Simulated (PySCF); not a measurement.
How strongly Zn binds etchant and ambient atoms

PBE in PySCF with def2-TZVPPD on every atom, for the lowest determinant that a PBE0 search found; no spin–orbit coupling. D0 is De less the harmonic zero-point energy.

```tsv
X	state of ZnX	D0(ZnX) (eV)	D0(X₂) (eV)
H	doublet (σ ↑)	0.89	4.27
F	doublet (σ ↑)	3.16	2.22
Cl	doublet (σ ↑)	2.25	2.81
Br	doublet (σ ↑)	1.89	2.48
O	triplet (σ ↑, π ↑)	1.61	6.13
N	quartet (σ ↑, π ↑↑)	0.57	10.42
```

Q: Give the energy of Zn + X₂ → ZnX + X at 0 K for each X.

A: H: 4.27 − 0.89 = +3.38 eV; F: 2.22 − 3.16 = -0.94 eV; Cl: 2.81 − 2.25 = +0.56 eV; Br: 2.48 − 1.89 = +0.59 eV; O: 6.13 − 1.61 = +4.52 eV; N: 10.42 − 0.57 = +9.85 eV (PBE/def2-TZVPPD; negative means exothermic).

Q: Does an atom of F displace N from ZnN?

A: ZnN + F → ZnF + N has ΔE = 0.57 − 3.16 = -2.59 eV at PBE/def2-TZVPPD, so it is downhill.

Gas-phase diatomics only hint at surface chemistry, where an atom holds several bonds.

Spin–orbit coupling is left out. States were picked by a PBE0 search and need not be the measured ground states.
